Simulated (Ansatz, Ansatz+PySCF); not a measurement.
```yaml
atoms:
  - { symbol: Al, position_ang: [0.0000, 0.0000, 0.0000] }
  - { symbol: Cl, position_ang: [1.3484, 1.3484, 1.3484] }
  - { symbol: Cl, position_ang: [1.3484, -1.3484, -1.3484] }
  - { symbol: Cl, position_ang: [-1.3484, 1.3484, -1.3484] }
  - { symbol: Cl, position_ang: [-1.3484, -1.3484, 1.3484] }
```

RHF-MP2 on singlet AlCl4(-) was run in several spherical basis sets with Ansatz (development build ahead of 0.2.0). Frozen core: 25 orbitals. Caution: no diffuse functions for an anion. Caution for RHF-MP2: no unrestricted run beside it, a lower state can exist.

(1) Rank the basis sets by the total energy that they give, lowest first, with the distance from the lowest.
A. 6-31G(d)
B. cc-pVDZ
C. def2-SVP
D. cc-pVTZ

## Answers

(1) D (0.00 eV), B (8.45 eV), A (12.45 eV), C (27.24 eV).

Totals follow the description of the cores as much as that of the bonds, so this order isn't one of quality for chemistry.
